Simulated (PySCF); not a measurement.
Precursor series Hf NH2-H. Gas-phase values, no solvent. One relaxed conformer stands for each flexible species; it need not be the lowest.

The numbers are results of PBE-D3(BJ)/def2-TZVP // r2SCAN-D4/def2-SVP in PySCF 2.14.0, not measurements. All candidates: neutral, multiplicity 1. 

```
Property          Value
-------------  --------
LUMO           -3.07 eV
HOMO           -7.12 eV
HOMO–LUMO gap   4.05 eV
```

Q: Which member has these values?
A) [Hf(H)4]
B) [Hf(NH2)(H)3]
C) [Hf(NH2)2(H)2]
D) [Hf(NH2)3(H)]

A: A, [Hf(H)4]. The others give [Hf(NH2)2(H)2]: -1.72 eV, -6.10 eV, 4.38 eV; [Hf(NH2)3(H)]: -0.77 eV, -5.74 eV, 4.97 eV; [Hf(NH2)(H)3]: -2.49 eV, -6.50 eV, 4.02 eV
